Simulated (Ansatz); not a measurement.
Calculated with Ansatz (gas phase, PBE0-D4/def2-TZVP geometries, no zero-point term in ΔE). CBS: MP2 limit from def2 TZ/QZ plus the TZ coupled-cluster correction, frozen cores. DFT in def2-TZVPP. B3LYP here is the variant with VWN-RPA as its local correlation; programs differ in this. For Ge outer-core shells are correlated without core-valence functions, which leaves a few kJ/mol of doubt a bond. Scalar relativity is left out up to krypton.

Consider the formal exchange of groups at a C–C bond: `C[CH](C)[GeH3]` + `Cl[CH2][GeH3]` → `C[CH](Cl)[GeH3]` + `C[CH2][GeH3]`.

```csv
level,ΔE (kcal/mol),difference from CCSD(T)/CBS
PBE-D4,-2.2,-0.2
r2SCAN-D4,-2.3,-0.3
PBE0-D4,-2.0,0.0
B3LYP-D4,-2.1,-0.1
ωB97M-V,-2.0,0.0
PBE,-2.2,-0.2
r2SCAN,-2.3,-0.3
HF/def2-TZVPP,-2.1,-0.1
MP2/def2-TZVPP,-2.0,0.0
SCS-MP2/def2-TZVPP,-2.0,0.0
CCSD/def2-TZVPP,-1.8,0.2
CCSD(T)/def2-TZVPP,-1.9,0.1
HF/def2-QZVPP,-2.0,0.0
MP2/def2-QZVPP,-2.1,-0.1
HF/CBS(def2),-2.0,0.0
MP2/CBS(def2),-2.1,-0.1
CCSD(T)/CBS,-2.0,0
```

Largest T1 diagnostic among the species: 0.010.
